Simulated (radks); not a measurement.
Task: Species: the iridium ion Ir31+. Configuration: [Kr] 4d10. Calculated with a radial shooting solver on a logarithmic mesh with Libxc functionals: Dirac Kohn-Sham, LB94 model potential, spin-unpolarised, spherical densities, finite nucleus; Fermi nuclear charge, rms radius 5.4032 fm.

Spin-orbit splittings of the eigenvalues, e(l+1/2) - e(l-1/2), with zeta = 2 splitting/(2l+1) and mean radii in bohr:

| shell | occ. | splitting (eV) | zeta (eV) | <r> j=l-1/2 | <r> j=l+1/2 |
|---|---|---|---|---|---|
| 2p | 6 | 1639 | 1093 | 0.06005 | 0.06838 |
| 3p | 6 | 361.6 | 241.0 | 0.1790 | 0.1938 |
| 3d | 10 | 78.08 | 31.23 | 0.1692 | 0.1737 |
| 4p | 6 | 101.6 | 67.72 | 0.3977 | 0.4236 |
| 4d | 10 | ? | ? | 0.4173 | 0.4248 |

Estimate the 4d splitting.

Result: 20.95 eV (zeta = 8.379 eV).
